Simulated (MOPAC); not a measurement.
MOPAC input (PM7):

```
PM7 FORCE THERMO(298,298) PRECISE LET GEO-OK AUX(PRECISION=9) THREADS=1
CuF

Cu    0.00000000 1    0.00000000 1   -0.38105069 1
F     0.00000000 1    0.00000000 1    1.31336448 1
```

From the output:

```
     F    2   2.089852   2.089800

          HEAT OF FORMATION =      -1.509771 KCALS/MOLE

          ZERO POINT ENERGY       0.704 KCAL/MOL

           NORMAL COORDINATE ANALYSIS (Total motion = 1 Angstrom)

   Root No.       1

                 1 Sig

                 492.5

           1   -0.2302
           2    0.0000
           3    0.0000
           4    0.7698
           5   -0.0000
           6   -0.0000

           MASS-WEIGHTED COORDINATE ANALYSIS (NORMAL COORDINATES)

   Root No.       1

                 1 Sig

                 492.5

           1   -0.4797
           2    0.0000
           3    0.0000
           4    0.8774
           5   -0.0000
           6   -0.0000

          DESCRIPTION OF VIBRATIONS

 VIBRATION          1    1Sig        ATOM PAIR     ENERGY CONTRIBUTION    RADIAL
 FREQUENCY           492.46         Cu1 -- F 2        +100.0% (100.0%)    100.0%
 TRANSITION DIPOLE   2.0330
 TRAVEL (Ang.)       0.0968
 REDUCED MASS       14.6257
 EFFECTIVE MASS     26.9387
 FORCE CONSTANT      2.0899

      SYMMETRY NUMBER FOR POINT-GROUP C*v =  1

          SYSTEM IS A GROUND STATE

 CuF

          MOLECULE IS LINEAR

          THERE ARE  1 GENUINE VIBRATIONS IN THIS SYSTEM
          THIS THERMODYNAMICS CALCULATION IS LIMITED TO
          MOLECULES WHICH HAVE NO INTERNAL ROTATIONS

                    CALCULATED THERMODYNAMIC PROPERTIES
                                          *
   TEMP. (K)   PARTITION FUNCTION   H.O.F.    ENTHALPY  HEAT CAPACITY ENTROPY
                                   KCAL/MOL   CAL/MOLE    CAL/K/MOL  CAL/K/MOL

 298.00  VIB.     0.1102D+01                   143.9737     1.2662     0.6766
         ROT.     0.5159D+03                   592.1869     1.9872    14.3992
         INT.     0.5687D+03                   736.1606     3.2534    15.0758
         TRA.     0.7250D+27                  1480.4672     4.9680    39.1439
         TOT.                       -1.510    2216.6277     8.2214    54.2197

   *: NOTE: HEATS OF FORMATION ARE RELATIVE TO THE
            ELEMENTS IN THEIR STANDARD STATE AT 298K
              (=  Standard Enthalpy of Formation).

            Hvib:  Zero-point energy is not included.
                   frequencies of less than zero cm-1 are not included.
            Hrot = (3/2)RT
            Htra = (3/2)RT + pV = (5/2)RT

            Heat capacity is Cp, not Cv

          For more information, see: HTTP://OpenMOPAC.net/Manual/thermochemistry.html

           FORCE CONSTANT IN CARTESIAN COORDINATES (Millidynes/A)

    ATOM   CHEMICAL       X               Y               Z
   NUMBER   SYMBOL  FORCE CONSTANT  FORCE CONSTANT  FORCE CONSTANT

      1      Cu        2.089852        0.000102        0.000102
      2       F        2.089852        0.000102        0.000102

 **********************
 *                    *
 * JOB ENDED NORMALLY *
 *                    *
 **********************

 == MOPAC DONE ==
```
